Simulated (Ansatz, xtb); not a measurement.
## A ladder of methods for CH6ClInSi (SMILES [CH3][In]([SiH3])[Cl])

CH6ClInSi: 10 atoms, total charge 0, spin state singlet. SMILES: `[CH3][In]([SiH3])[Cl]`. The coordinates come from a PBE0-D4/def2-TZVP relaxation.

Quantity: the HOMO–LUMO gap, in eV. The values are calculated.

```
                           level                    kind  program  value (eV)   CPU time
                        GFN2-xTB          semi-empirical      xtb        3.40  under 2 s
    HF/def2-SVP (core potential)            Hartree–Fock   Ansatz       10.71      3.1 s
 SVWN5/def2-SVP (core potential)                     LDA   Ansatz        3.67        4 s
  BLYP/def2-SVP (core potential)                     GGA   Ansatz        3.66      5.9 s
r2SCAN/def2-SVP (core potential)                meta-GGA   Ansatz        4.21       11 s
 BHLYP/def2-SVP (core potential)           global hybrid   Ansatz        7.26      8.1 s
 wB97X/def2-SVP (core potential)  range-separated hybrid   Ansatz        9.59       22 s
```

The values span 3.40 to 10.71 eV. Orbital gaps aren't excitation energies; they tend to grow with the share of exact exchange. CPU times are rough (shared hosts, several kinds of processor and program).
